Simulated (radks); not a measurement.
The numbers below are computed, except where a source is named.
Problem. These are the eigenvalues of the occupied orbitals of an atom or ion with whole-number occupations (hartree). Level of theory: scalar-relativistic Kohn-Sham, exchange-only LDA, spin-polarised, spherical densities, point nucleus (a radial shooting solver on a logarithmic mesh with Libxc functionals).

| orbital | eigenvalue |
|---|---|
| 1s up | -1136.978 |
| 1s down | -1136.956 |
| 2s up | -193.2887 |
| 2s down | -193.2738 |
| 2p up | -176.1651 |
| 2p down | -176.1503 |
| 3s up | -55.85320 |
| 3s down | -55.82352 |
| 3p up | -50.25324 |
| 3p down | -50.22212 |
| 3d up | -41.81073 |
| 3d down | -41.78161 |
| 4s up | -25.02145 |

Which element is it, and in what charge state? The configuration may be excited. Open shells, if any, are filled with parallel spins first.

Solution. Z = 51, antimony, charge +22: Sb22+ in [Ar] 3d10 4s1. The list shows which subshells hold electrons but not how many an open one holds; the 1s level, -1137 hartree, gives Z - s = 47.7 by -(Z - s)^2/2, which with screening and relativity narrows Z to a few neighbours, and the depths of the outer levels then fix element, charge and occupations together.
